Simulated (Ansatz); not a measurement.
C$_{2}$H$_{6}$Al$_{2}$, relaxed with RKS PBE0-D4/def2-TZVP in Ansatz from a PBE-D4/def2-SVP geometry. The force threshold is 0.005 eV/Å; the program also tests the step.

Total charge 0; spin multiplicity 1. The bonds changed during the relaxation, so this is another structure than the one it started from.

Start:

```xyz
10

Al    0.987   -1.373   -0.266
C     0.653    0.230    0.671
C    -0.766    0.695    0.952
Al   -0.663    0.431   -0.991
H     2.005   -2.499   -0.722
H    -0.569   -1.343   -1.113
H     1.481    0.886    1.001
H    -0.850    1.752    1.271
H    -1.410    0.049    1.576
H    -0.867    1.172   -2.378
```

By how much does the energy fall, and how many steps does the optimiser take? (An estimate is asked.)

Ansatz gave: 3.64 kJ/mol, in 6 steps, 2 of them rejected.

Which bonds change most? (Estimate.)

The calculation gave: C2–Al4 from 2.129 to 2.090 Å; C3–Al4 from 1.964 to 1.936 Å; Al1–H6 from 1.771 to 1.745 Å; Al1–C2 from 1.886 to 1.863 Å.

Give the relaxed structure. (An estimate is asked.)

Ansatz gave: 
```xyz
10

Al    0.973   -1.363   -0.261
C     0.651    0.230    0.650
C    -0.770    0.687    0.939
Al   -0.645    0.443   -0.977
H     1.982   -2.489   -0.688
H    -0.544   -1.324   -1.123
H     1.460    0.875    0.986
H    -0.841    1.727    1.260
H    -1.383    0.048    1.568
H    -0.884    1.168   -2.353
```
